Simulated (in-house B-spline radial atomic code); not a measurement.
Configurations of the gallium ion Ga³⁺, with energies counted from [Ar] 3d10. Computed with an all-electron radial atomic-structure program (B-spline basis): Dirac-Hartree-Fock, average of configuration, Fermi nucleus of rms radius 3.9973 fm. Energies include first-order Breit, QED and recoil terms.

Occupations are held fixed; configurations that lie above the ionisation limit could autoionise.

```
                           configuration  E - E(ref) (eV)  highest orbital  its <r> (bohr)
              [Ar] (3d3/2)3 (3d5/2)6 4s1           17.731            4s1/2           1.945
         [Ar] (3d3/2)4 (3d5/2)5 (5p3/2)1           43.741            5p3/2           4.619
         [Ar] (3d3/2)4 (3d5/2)5 (7p1/2)1           53.783            7p1/2           11.49
         [Ar] (3d3/2)4 (3d5/2)5 (7f7/2)1           56.294            7f7/2           16.72
[Ne] 3s2 (3p1/2)2 (3p3/2)3 3d10 (7d5/2)1           144.74            7d5/2           13.78
[Ne] 3s2 (3p1/2)1 (3p3/2)4 3d10 (6f5/2)1            147.9            6f5/2           11.86
```

(1) Order these further configurations by energy, lowest first.
A. [Ne] 3s2 (3p1/2)2 (3p3/2)3 3d10 5s1
B. [Ne] 3s2 (3p1/2)2 (3p3/2)3 3d10 (7g7/2)1
C. [Ne] 3s2 (3p1/2)2 (3p3/2)3 3d10 7s1
D. [Ar] (3d3/2)4 (3d5/2)5 (4p3/2)1
E. [Ar] (3d3/2)4 (3d5/2)5 7s1

(2) How far above the reference does [Ne] 3s2 (3p1/2)1 (3p3/2)4 3d10 (5f7/2)1 lie?

(3) How far above the reference does [Ar] (3d3/2)4 (3d5/2)5 (6d3/2)1 lie?

Answers

(1) D (26.976 eV), E (52.98 eV), A (130.02 eV), C (142.59 eV), B (145.93 eV).

(2) 145.22 eV; its least bound orbital is 5f7/2 with <r> = 7.768 bohr.

(3) 52.744 eV; its least bound orbital is 6d3/2 with <r> = 9.476 bohr.
